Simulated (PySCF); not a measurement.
Compound: 2,5-dimethylhexane, C8H18.
Bonds: C1–C2, C2–C3, C2–C4, C4–C5, C5–C6, C6–C7, C6–C8. Hydrogens: H9, H10, H11 on C1; H12 on C2; H13, H14, H15 on C3; H16, H17 on C4; H18, H19 on C5; H20 on C6; H21, H22, H23 on C7; H24, H25, H26 on C8.

Structure optimised with GFN2-xTB, isolated species.

Give the optimised bond lengths and angles.

```
                   bond  length (Å)   order
 C1–C2 and 3 like bonds       1.528  single
           C2–C4, C5–C6       1.533  single
                  C4–C5       1.528  single
C1–H9 and 11 like bonds       1.088  single
         C2–H12, C6–H20       1.096  single
C4–H16 and 3 like bonds       1.093  single
```

Bonds in one row agree within 0.01 Å and their mean is given. Orders are formal, as drawn. A selection of angles:
```
   angle  degrees
C1–C2–C3    109.7
C1–C2–C4    111.9
C3–C2–C4    109.8
C2–C4–C5    113.5
```

Torsions: C1–C2–C4–C5 -63° (synclinal); C2–C4–C5–C6 -169° (antiperiplanar); C4–C5–C6–C7 175° (antiperiplanar). The mirror-image conformer, all signs reversed, is as good.

Of the pairs four or more bonds apart, H16···H24 is among the closest relative to their van der Waals radii: 2.31 Å, 96 % of the sum of Bondi's values.

Point group: C2 (every atom within 0.08 Å of its image). GFN2-xTB frequencies: not computed here. One conformer, not necessarily the lowest.
